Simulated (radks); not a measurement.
Values are calculated unless marked as measured or tabulated.
The ruthenium anion Ru- inside a hard spherical wall (all orbitals vanish at R), configuration held at [Kr] 4d7 5s2 and not refilled when levels cross. Code: a radial shooting solver on a logarithmic mesh with Libxc functionals. Model: scalar-relativistic Kohn-Sham, PBE, spin-polarised, spherical densities, point nucleus; open shells are filled with parallel spins first (spin-orbit coupling, left out, can overturn this in heavy ions). Eigenvalues in eV for spin up, with the zero of energy where the potential of the charges vanishes at infinity; a dash marks a level that is unbound or too diffuse for the functional's potential to be trusted. A positive occupied level is held by the wall or, in an anion where self-interaction has pushed it up, behind a barrier. The pressure on the wall is -dE/dV.

R (bohr)	E (hartree)	kinetic (hartree)	e(4s)	e(4p)	e(4d)	e(5s)	e(5p, empty)	e(6s, empty)	pressure (GPa)
12	-4530.85911	4685.386	-71.276	-41.349	-0.097	0.691	3.248	4.288	0.0201
10	-4530.85437	4685.408	-70.982	-41.053	0.194	0.942	3.810	5.945	0.0967
7	-4530.81054	4685.589	-69.550	-39.619	1.558	2.244	6.053	13.017	1.83
5	-4530.58293	4686.445	-65.726	-35.852	5.013	6.292	11.907	30.859	25.4
4	-4530.05740	4688.299	-60.367	-30.678	9.868	13.254	21.158	56.800	137
3.5	-4529.37697	4690.628	-55.468	-26.004	14.523	20.986	30.996	82.407	368
2	-4513.22442	4743.514	-6.319	24.074	72.654	149.33	175.43	394.52	22100
1.5	-4472.93248	4858.577	69.850	107.33	169.07	383.63	418.31	863.35	160000
